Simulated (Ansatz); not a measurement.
`[CH3][SnH]([F])[Br]` → `[F][Sn][Br]` + CH₄ at 298.15 K and 1 bar (stannylene formation by 1,1-elimination).

Program: Ansatz. Geometries: PBE0-D4/def2-TZVP. ΔE: electronic, gas phase. CCSD(T)/CBS adds triple-zeta CCSD(T) − MP2 to the extrapolated MP2 energy (def2 sets, frozen cores). This one scheme is used for every species. Elements past krypton have def2 core potentials. For Br, Sn outer-core shells are correlated without core-valence functions, which leaves a few kJ/mol of doubt a bond. Scalar relativity is left out up to krypton.

| species | CCSD(T)/CBS energy (Eh) | H − E (kJ/mol) | S (J/(mol·K)) |
| --- | --- | --- | --- |
| `[CH3][SnH]([F])[Br]` | -2927.68269 | 141.2 | 368.6 |
| `[F][Sn][Br]` | -2887.23951 | 19.2 | 311.5 |
| CH₄ | -40.46206 | 127.4 | 186.2 |

H − E and S are ideal-gas, rigid-rotor, harmonic terms from PBE0-D4/def2-TZVP, for one conformer and one mirror image of each species. 1 Eh = 2625.50 kJ/mol, R = 8.31446 J/(mol·K).

Q: By hand: ΔE, ΔH, ΔS and ΔG.

A: ΔE = (-2887.23951) + (-40.46206) − (-2927.68269) = -0.01888 Eh = -49.6 kJ/mol. Δ(H − E) = 19.2 + 127.4 − 141.2 = 5.4, so ΔH = -44.2 kJ/mol. ΔS = 311.5 + 186.2 − 368.6 = 129.1 J/(mol·K). ΔG = -44.2 − 298.15 × (129.1)/1000 = -82.7 kJ/mol.

Q: By hand: the equilibrium constant, and the temperature at which ΔG would vanish if ΔH and ΔS stayed fixed.

A: log₁₀ K = −ΔG/(RT ln 10) = 14.5. ΔH and −TΔS have one sign here, so there is no such temperature.

The number of gas molecules changes by +1, which sets the sign of ΔS. A doubt of 5 kJ/mol in ΔE shifts log₁₀ K by 0.9 here. Other conformers and mirror images would add mixing entropy, several J/(mol·K) or more a flexible species. These are equilibria of isolated gas molecules and say nothing of rates. Largest T1 diagnostic: 0.014 (customary marks: 0.02 for closed shells, 0.045 for open ones).
